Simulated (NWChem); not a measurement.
# C3H4F2O; SMILES C(F)(CC=O)F

```xyz
10

O      0.5264    -2.0413    -0.5133
C     -0.2337    -1.7007     0.3514
C     -0.6979    -0.2846     0.5613
C      0.0428     0.7279    -0.2766
F     -0.5840     1.9244    -0.1990
F      1.2949     0.8859     0.2012
H     -0.6741    -2.4477     1.0609
H     -0.6073    -0.0134     1.6266
H     -1.7758    -0.2425     0.3257
H      0.1129     0.4331    -1.3367
```
Atoms are numbered in this order, from 1.

The geometry was optimised at PBE0/def2-SVP.

 Unshifted, non-relativistic core excitations; the lowest 4 roots alone, so stronger bands may lie above.

Task: List the first O K-edge excitations from BHandHLYP/6-311G** (spherical d), restricted-window TDA (NWChem).

Result: 
```csv
state,energy (eV),dipole oscillator strength,leading excitation (squared amplitude)
S1,528.3,0.0525,1s of atom 1 or its equivalents → LUMO (0.97)
S2,535.1,0.0029,1s of atom 1 or its equivalents → LUMO+1 (0.89)
S3,535.8,0.0041,1s of atom 1 or its equivalents → LUMO+2 (0.84)
S4,536.7,0.0033,1s of atom 1 or its equivalents → LUMO+3 (0.75)
```
